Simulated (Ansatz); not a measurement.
**Question.** Name a neutral molecule of C, Cl, N, V and H with HOMO energy (ωB97M-V/def2-TZVPP) between -10.90 and -10.60 eV and LUMO energy (B3LYP/def2-TZVPP) between -3.65 and -3.35 eV (Ansatz, PBE0-D4/def2-TZVP geometry).

**Answer.** `[CH3][V](=[NH])([Cl])[Cl]` (-10.69 eV, -3.42 eV). Other molecules can fit too; these were computed, each in one conformer that needn't be the lowest.

B3LYP here is the variant with VWN-RPA as its local correlation; programs differ in this.
